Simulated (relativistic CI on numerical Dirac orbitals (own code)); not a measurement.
**Cs: calculation against measurement**

Method of calculation: Dirac-Coulomb-Breit CI, KLI orbitals optimised for each configuration, model QED, valence Slater integrals scaled by 0.85, P86 correlation estimate, and configurations built on the next ion tied to the tabulated ionisation energy (semi-empirical) (own radial code, finite nucleus).

Configurations in the expansion (outside the closed core [Xe]): 6s, 6p, 5d, 7s, 7p, 6d, 5f, 6f, 8s, 8p, 7d, 5g, 4f, 8d. Levels of other configurations are missing.

```csv
Configuration,Term (tabulated),J,Measured (cm⁻¹),Computed,Error,Purity (%)
6s,2S,1/2,0.0,0,0,100
6p,2P°,1/2,11178.3,10898,-280,100
6p,2P°,3/2,11732.3,11279,-453,100
5d,2D,3/2,14499.3,15278,779,100
5d,2D,5/2,14596.8,15203,606,100
7s,2S,1/2,18535.5,18421,-115,100
7p,2P°,1/2,21765.3,21712,-54,100
7p,2P°,3/2,21946.4,21836,-110,100
6d,2D,3/2,22588.8,22742,153,100
6d,2D,5/2,22631.7,22673,41,100
```

Measured levels from NIST Handbook of Basic Atomic Spectroscopic Data (Sansonetti and Martin, J. Phys. Chem. Ref. Data 34, 1559 (2005)); pairs were made by configuration, J and term (by order where the table uses no LS term), so strongly mixed levels may be paired wrongly.

Mean error by configuration (cm⁻¹): 6p -367; 5d 692; 7s -115; 7p -82; 6d 97. Over the excited levels the mean absolute error is 288 cm⁻¹ (9 of the 9 excited levels that our extract of the source holds in range could be paired), and the median relative error of those above 1,000 cm⁻¹ is 0.68 %.

Transition probabilities of persistent lines. The last column rescales the computed rate by the cube of measured over computed energy:

| λ measured (Å) | Lower | Upper | A tabulated (s⁻¹) | A computed | A rescaled |
| --- | --- | --- | --- | --- | --- |
| 4555.28 air | 6s ²S1/2 | 7p ²P°3/2 | 1.88e+06 | 4.24e+06 | 4.31e+06 |
| 4593.17 air | 6s ²S1/2 | 7p ²P°1/2 | 8.00e+05 | 2.74e+06 | 2.76e+06 |
| 8521.13 air | 6s ²S1/2 | 6p ²P°3/2 | 3.28e+07 | 3.88e+07 | 4.37e+07 |
| 8943.47 air | 6s ²S1/2 | 6p ²P°1/2 | 2.87e+07 | 3.54e+07 | 3.82e+07 |
